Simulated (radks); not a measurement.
Ce V, configuration [Xe] (the NIST ground configuration). All-electron calculation, scalar-relativistic Kohn-Sham, r2SCAN, spin-polarised, spherical densities, finite nucleus; meta-GGA in the generalised Kohn-Sham scheme; Fermi nuclear charge, rms radius 4.8771 fm. Program: a radial shooting solver on a logarithmic mesh with Libxc functionals. Some entries of the table are withheld. Estimate them.

orbital,occ.,eigenvalue (eV),<1/r> (bohr^-1),r(max) (bohr)
1s,2,-40377.18,63.33,0.01574
2s,2,-6522.058,14.61,0.08902
2p,6,-5842.505,13.83,0.07169
3s,2,-1447.995,(1),(2)
3p,6,-1230.646,5.027,0.2490
3d,10,-922.1205,4.759,0.2055
4s,2,-331.3507,2.214,0.5923
4p,6,(3),(4),0.6177
4d,10,-156.0787,1.793,0.6493
5s,2,(5),0.9019,(6)
5p,6,-60.6156,0.7958,1.493

Answer. 
(1) 3s <1/r> (bohr^-1): 5.316
(2) 3s r(max) (bohr): 0.2543
(3) 4p eigenvalue (eV): -259.6817
(4) 4p <1/r> (bohr^-1): 2.046
(5) 5s eigenvalue (eV): -79.8817
(6) 5s r(max) (bohr): 1.348
